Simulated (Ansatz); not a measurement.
Kohn–Sham single points on `N#C[Si](F)F` radical.

```yaml
crystal:
  periodic: [false, false, false]
  atoms:
    - {symbol: N, position_ang: [1.426144, -1.103830, 1.364330]}
    - {symbol: C, position_ang: [0.743009, -0.566352, 0.607508]}
    - {symbol: Si, position_ang: [-0.192768, 0.214058, -0.773477]}
    - {symbol: F, position_ang: [-1.655575, -0.382448, -0.757516]}
    - {symbol: F, position_ang: [-0.270910, 1.764872, -0.482344]}
basis:
  gaussian: {orbitals: def2-TZVPP}
magnetization: {spin_polarized: true, initial_magnetization: 1}
hamiltonian: {xc: pbe, dispersion: d4}
output: {forces: true, orbitals: {seedname: orbitals}}
```

```sh
$ ansatz run in.yaml --threads 2 --pin off --events-out ev --progress --plain
```

It prints (some lines left out):

```
Functional definition: PBE
935 factors; their error is unknown
mean field evaluation 1: about -15820.4798 eV, gradient 5.1e1 eV
mean field evaluation 2: about -15705.0157 eV, gradient 1.4e2 eV
mean field evaluation 4: about -15828.6915 eV, gradient 2.7e1 eV
mean field evaluation 8: about -15831.4458 eV, gradient 9.8e-2 eV
mean field evaluation 16: about -15831.4270 eV, gradient 3.3e-4 eV
mean field -15831.42703656 eV, -581.7942126669 hartree, gradient 1.4e-5 eV, S^2 0.751450; 0 other end points of the search recorded, 0 dependent functions left out
reference -15831.42706864 eV, -581.7942138460 hartree; 23, 22 occupied and 143, 144 virtual orbitals, 935 factors
Total energy: -15831.53276589 eV, -581.7980981481 hartree
Atom 0 at     1.426144    -1.103830     1.364330 Å, force     0.973395    -0.763653     1.061063 eV/Å
Atom 1 at     0.743009    -0.566352     0.607508 Å, force    -0.882240     0.689057    -0.937268 eV/Å
Atom 2 at    -0.192768     0.214058    -0.773477 Å, force     0.608951    -0.362499    -0.234930 eV/Å
Atom 3 at    -1.655575    -0.382448    -0.757516 Å, force    -0.684219    -0.299585    -0.010844 eV/Å
Atom 4 at    -0.270910     1.764872    -0.482344 Å, force    -0.015887     0.736680     0.121979 eV/Å
Dipole moment:    -0.134455     0.142520    -0.435594 e Å
```

It took 3.2 s on 2 threads of a server CPU on a shared host, with 0.2 GiB of host memory at the peak.

The same input with `hamiltonian: {xc: {name: revPBE}, dispersion: d4}` and no forces (abridged; 2.8 s):

```
Functional definition: revPBE
mean field evaluation 16: about -15839.2808 eV, gradient 3.2e-4 eV
mean field -15839.28077892 eV, -582.0828323753 hartree, gradient 1.4e-5 eV, S^2 0.751688
Total energy: -15839.60180427 eV, -582.0946298391 hartree
```

The same input with `hamiltonian: {xc: {name: B97M-V}}` and no forces (abridged; 11 s):

```
Functional definition: B97M-V
mean field evaluation 16: about -15839.2672 eV, gradient 7.0e-4 eV
mean field -15839.26715197 eV, -582.0823315942 hartree, gradient 5.4e-5 eV, S^2 0.751708
Total energy: -15839.26719989 eV, -582.0823333550 hartree
```

With the line `hamiltonian: {xc: {name: B3LYP}, dispersion: d4}` (abridged; 4.7 s):

```
Functional definition: B3LYP
mean field evaluation 16: about -15844.0423 eV, gradient 3.9e-4 eV
mean field -15844.04225257 eV, -582.2578133044 hartree, gradient 7.7e-5 eV, S^2 0.751517
Total energy: -15844.21496416 eV, -582.2641603381 hartree
Atom 0 force     0.048803    -0.037775     0.049014 eV/Å
Atom 1 force    -0.012377     0.007434     0.004861 eV/Å
Atom 2 force     0.211962    -0.123922    -0.099047 eV/Å
Atom 3 force    -0.236723    -0.097288     0.000219 eV/Å
Atom 4 force    -0.011665     0.251551     0.044952 eV/Å
Dipole moment:    -0.117876     0.135640    -0.465333 e Å
```

Changing it to `hamiltonian: {xc: hse06, dispersion: d4}` and no forces (abridged; 4.7 s):

```
Functional definition: HSE06
mean field evaluation 16: about -15831.4873 eV, gradient 5.4e-4 eV
mean field -15831.48733055 eV, -581.7964284301 hartree, gradient 4.2e-5 eV, S^2 0.751741
Total energy: -15831.56995799 eV, -581.7994649328 hartree
```

With the line `hamiltonian: {xc: pbe0, dispersion: d4}` and no forces (abridged; 4.5 s):

```
Functional definition: PBE0
mean field evaluation 16: about -15831.9962 eV, gradient 6.1e-4 eV
mean field -15831.99621356 eV, -581.8151295358 hartree, gradient 2.8e-5 eV, S^2 0.751753
Total energy: -15832.08483393 eV, -581.8183862745 hartree
```

B3LYP takes the VWN-RPA correlation (the form of Gaussian; ORCA's B3LYP/G).

HSE06 is the plane-wave form, built on full-range PBE exchange.
